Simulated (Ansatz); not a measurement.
Several settings on one geometry of BMe2Cl (C₂H₆BCl) (that of the charge 0 singlet, PBE-D4/def2-SVP). Ansatz on 4 threads of Arm Neoverse V2 on a shared host; times are rough.

```tsv
atom	x (Å)	y (Å)	z (Å)
B1	-0.271	-0.464	-0.002
C2	1.296	-0.520	-0.028
H3	1.636	-0.477	1.034
H4	1.747	0.364	-0.524
H5	1.715	-1.450	-0.458
C6	-1.090	0.874	0.028
H7	-1.206	1.202	-1.032
H8	-0.545	1.695	0.538
H9	-2.110	0.779	0.446
Cl10	-1.171	-2.004	-0.002
```

Totals from different functionals, basis sets or treatments of relativity can't be compared as stabilities.

Correlated methods freeze 8 core orbitals.

The spins typed aren't always the lowest for that charge.

Q: Give the basis size and estimate the energy, ⟨S²⟩ and time of these runs.

```tsv
run	method	charge	state	further keys
1	UHF, mp2/aug-cc-pVDZ	1	doublet	scf: {omitted_lower_state_checks: [starts]}
2	UKS revPBE/def2-SVP	0	triplet	scf: {omitted_lower_state_checks: [starts]}; forces asked
3	RKS ωB97/def2-mTZVPP	0	singlet	scf: {lower_state_search: light}
4	UKS LDA (SPW92)/def2-SVPD	-1	doublet	nuclear_model: gaussian; scf: {omitted_lower_state_checks: [starts]}; forces asked
```

A: 
| run | functions | energy (Eh) | ⟨S²⟩ | wall time |
| --- | --- | --- | --- | --- |
| 1 | 150 | -563.6209 | 0.76 | 2 s |
| 2 | 90 | -564.4056 | 2.00 | 1.2 s |
| 3 | 114 | -564.9522 | – | 2 s |
| 4 | 135 | -562.1487 | 0.75 | 1.4 s |
